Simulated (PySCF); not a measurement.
SMILES [SiH2]C[SiH3] (CH₇Si₂), doublet, PBE0/def2-SVP optimised geometry. Atoms within 1.6 Å of the plane z = 1.0 Å (x, y, z in Å): Si1 (-0.57, -1.69, 1.61), C2 (-1.05, 0.13, 1.51), Si3 (-0.40, 1.05, 0.00), H5 (-1.10, -2.47, 0.44), H6 (-2.16, 0.20, 1.51), H7 (-0.69, 0.64, 2.42), H8 (-0.87, 2.47, 0.00), H10 (1.10, 1.05, 0.00).

Calculation: unrestricted PBE0/def2-TZVP (PySCF 2.14.0).

Map of the Laplacian of the electron density (e/bohr⁵), clipped to [-1.50, 1.50] on the plane z = 1.0 Å:

```
|:::::::::::::::::::::::::::|
|:::::::::::::::::::::::::::|
|:::::::::::::::::::::::::::|
|:::::::::::::::::::::::::::|
|:::::::::::::::::::::::::::|
|:::::::::::::::::::::::::::|
|:::::::::::::::::::::::::::|
|:::::::::::::::::::::::::::|
|:::::::::::::::::::::::::::|
|:::::::::::::::::::::::::::|
|:::::::::-:::::::::::::::::|
|:::::::--:..:::::::::::::::|
|:::::::--:  :::::::::::::::|
|::::::---:..:::::::::::::::|
|:::::::---::-::::::::::::::|
|::::::::--:::::::::::::::::|
|:::::::::::::::::::::::::::|
|::::::::::-+=::::::::::::::|
|::::::::::-@#::::::::::::::|
|::::::::::.--::::::::::::::|
|::::::::::..:::::::::::::::|
|:::::::::::::::::::::::::::|
|:::::::::::::::::::::::::::|
|:::::::::::::::::::::::::::|
|:::::::::::::::::::::::::::|
|:::::::::::::::::::::::::::|
|:::::::::::::::::::::::::::|
```
Scale: ten equal steps from -0.533 (start of ' ') to 1.50 (end of '@'), in the order ' .:-=+*#%@'; x runs from -4.50 to 4.50, y from -4.50 (bottom) to 4.50 (top).
